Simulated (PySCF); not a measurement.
Compound: C8H13F.
Numbering: `[F:1][C@:2]12[CH2:3][CH2:4][CH2:5][C@H:6]1[CH2:7][CH2:8][CH2:9]2` (hydrogens: H10, H11 on C3; H12, H13 on C4; H14, H15 on C5; H16 on C6; H17, H18 on C7; H19, H20 on C8; H21, H22 on C9)

The calculation used PBE0-D3(BJ)/def2-SVP geometry optimisation, gas phase (PySCF).

Problem. What internal coordinates does the optimisation give?

Solution. 
```csv
bond,length (Å),order
F1–C2,1.388,single
"C2–C3, C2–C9",1.527,single
"C3–C4, C8–C9",1.525,single
"C4–C5, C7–C8",1.529,single
"C5–C6, C6–C7",1.535,single
C2–C6,1.557,single
"C3–H10, C9–H22",1.102,single
"C3–H11, C9–H21",1.101,single
"C4–H12, C8–H20",1.101,single
"C4–H13, C8–H19",1.102,single
"C5–H14, C7–H17",1.101,single
"C5–H15, C7–H18",1.103,single
C6–H16,1.100,single
```

Bonds in one row agree within 0.01 Å and their mean is given. Orders are formal, as drawn. A selection of angles:
```csv
angle,degrees
F1–C2–C3,110.3
F1–C2–C6,110.3
F1–C2–C9,108.3
C3–C2–C6,106.1
C3–C2–C9,116.1
C2–C3–C4,104.0
C2–C3–H10,113.0
C2–C3–H11,107.3
C4–C3–H10,114.4
C4–C3–H11,110.1
H10–C3–H11,107.8
C3–C4–C5,103.0
C3–C4–H12,113.3
C3–C4–H13,110.2
C5–C4–H12,113.5
C5–C4–H13,110.1
H12–C4–H13,106.8
C4–C5–C6,104.2
C4–C5–H14,109.2
C4–C5–H15,113.4
C6–C5–H14,110.1
C6–C5–H15,112.8
H14–C5–H15,107.0
C5–C6–C7,116.0
C5–C6–H16,112.1
C7–C6–H16,109.8
C2–C6–C5,105.6
C2–C6–H16,107.4
C6–C7–H17,112.7
C6–C7–H18,109.7
C8–C7–H17,113.8
C8–C7–H18,109.3
C7–C8–C9,102.1
C7–C8–H19,113.7
C7–C8–H20,110.0
C9–C8–H19,113.8
C9–C8–H20,109.5
C8–C9–H21,115.1
C8–C9–H22,109.8
C2–C9–H21,110.5
C2–C9–H22,109.4
```

Dihedral angles: F1–C2–C3–C4 -145° (anticlinal); C2–C3–C4–C5 40° (synclinal); C3–C4–C5–C6 -39° (synclinal); C4–C5–C6–C7 -93° (anticlinal); C5–C6–C7–C8 141° (anticlinal); C6–C7–C8–C9 -41° (synclinal); C7–C8–C9–C2 41° (synclinal); F1–C2–C6–C5 121° (anticlinal); F1–C2–C9–C8 92° (anticlinal).

The 5-membered ring C2–C3–C4–C5–C6 has internal angles of 103.0° to 106.1° (sum 523°, against 540° for a flat polygon); it is puckered, 0.18 Å rms from its mean plane, widest ring torsion 40°. Of the pairs four or more bonds apart, H15···H18 is among the closest relative to their van der Waals radii: 2.50 Å, 104 % of the sum of Bondi's values. The 5-membered ring C2–C6–C7–C8–C9 has internal angles of 102.1° to 105.6° (sum 522°, against 540° for a flat polygon); it is puckered, 0.19 Å rms from its mean plane, widest ring torsion 41°. The 9 C–C bonds span 1.525 Å (C8–C9, drawn single) to 1.557 Å (C2–C6, drawn single), a spread of 0.032 Å.

Point group: C1 (no symmetry element, even within 0.4 Å). Not checked by PBE0-D3(BJ)/def2-SVP frequencies. One conformer, not necessarily the lowest.

On an AMD EPYC with one thread (shared host), this took 3.5 min wall and 0.79 GiB of memory at its peak. These figures are those of the optimisation.
